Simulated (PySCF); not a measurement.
Species: C₃H₁₀N₃Si₂ (doublet state).
Atom-mapped SMILES: `[NH2:1][CH:2][C:3]#[C:4][Si@H:5]([NH2:6])[SiH2:7][NH2:8]` (hydrogens: H9, H10 on N1; H11 on C2; H12 on Si5; H13, H14 on N6; H15, H16 on Si7; H17, H18 on N8)

Structure used (GFN2-xTB), in Å, numbered top down from 1:
```
atom  x, y, z in Å
N1     4.308   -0.369   -0.059
C2     3.273    0.215    0.655
C3     2.014    0.322    0.159
C4     0.903    0.484   -0.346
Si5   -0.842    0.433   -0.931
N6    -1.771    1.852   -0.556
Si7   -1.971   -1.373   -0.055
N8    -3.241   -0.763    0.948
H9     4.145   -0.446   -1.052
H10    5.240   -0.075    0.189
H11    3.492    0.490    1.675
H12   -0.755    0.482   -2.402
H13   -1.452    2.738   -0.916
H14   -2.074    1.973    0.397
H15   -1.200   -2.220    0.863
H16   -2.445   -2.286   -1.119
H17   -3.826   -0.031    0.579
H18   -3.809   -1.419    1.461
```

The hyperfine couplings belong to this conformer and change with its torsions.

Computed, not measured: UKS B3LYP, pcH-1 on C H N Si, non-relativistic, mean-field spin-orbit, GIAO (PySCF 2.14.0). The structure is a single GFN2-xTB conformer in the gas phase; no vibrational or solvent corrections. A GFN2-xTB geometry isn't a minimum of the functional, and hyperfine couplings can be far from their values at a DFT geometry. The SCF solution wasn't tested for stability.

(1) What is the g tensor, term by term?

(2) What are the electron Larmor frequencies g μB B/h along the three axes at 350 mT?

(3) Average each term over the three axes. Which is largest in size?

(4) What effective moment and Curie constant follow for a powder?

(5) In a frozen sample, at which fields do the three g values resonate at 9.5, 34, 94 and 263 GHz (hyperfine left aside), and which band first spreads them over more than twice a line width of 1.0 mT?

## Answers

(1) 
```csv
Δg (ppm),1,2,3
relativistic mass correction,-167,-167,-167
gauge correction,-6,38,23
orbital Zeeman/spin–orbit,-80,525,1011
total,-253,395,867
```

So g = 2.00207, 2.00271, 2.00319 and g_iso = 2.00266; the tensor is rhombic: the two nearest values differ by 42 % of g3 − g1. Axes: g2 points within 6° of the N1–C2 bond.

(2) 9.8075, 9.8107, 9.8130 GHz for g1, g2 and g3, a range of 5.5 MHz.

(3) The orbital-Zeeman/spin–orbit term 485, the mass correction -167 and the gauge correction 18 ppm, for a total of 336 ppm. The orbital-Zeeman/spin–orbit term is the largest in size. The mass correction is the same along every axis, so the anisotropy comes from the other two: their spans along these axes are 44 (gauge) and 1091 ppm (orbital Zeeman/spin–orbit).

(4) With the mean of g² = 4.0106 and S(S+1) = 0.75: μ_eff = √(⟨g²⟩S(S+1)) = 1.734 μB and χT = 0.12505·⟨g²⟩·S(S+1) = 0.376 cm³ K/mol (cgs; spin-Hamiltonian part alone).

(5) 
| band | GHz | B(g3) mT | B(g2) mT | B(g1) mT | spread mT |
| --- | --- | --- | --- | --- | --- |
| X | 9.5 | 338.84 | 338.92 | 339.03 | 0.19 |
| Q | 34.0 | 1212.68 | 1212.97 | 1213.36 | 0.68 |
| W | 94.0 | 3352.70 | 3353.49 | 3354.58 | 1.88 |
| J | 263.0 | 9380.43 | 9382.64 | 9385.68 | 5.25 |

The spread grows in proportion to the frequency. J band is the first where it exceeds 2.0 mT.

The largest Mulliken spin populations are on C2 (+0.57), C4 (+0.46), C3 (-0.20) and N1 (+0.16). Three atoms exceed +0.15. The positive populations add up to 1.23 and the negative ones to -0.23, together 2S = 1. The angles at C2 add up to 359.7°, so it is planar; its axial dipolar tensor and the negative coupling of its proton fit spin in a p orbital normal to that plane.

The HOMO–LUMO gaps are 3.90 eV among the α and 4.91 eV among the β orbitals.

The run took 2.4 min of wall time (with the writing of density and orbital grids) on Arm Neoverse V1, one thread, no GPU, on a shared host, and the process peaked at 1.1 GiB of memory.
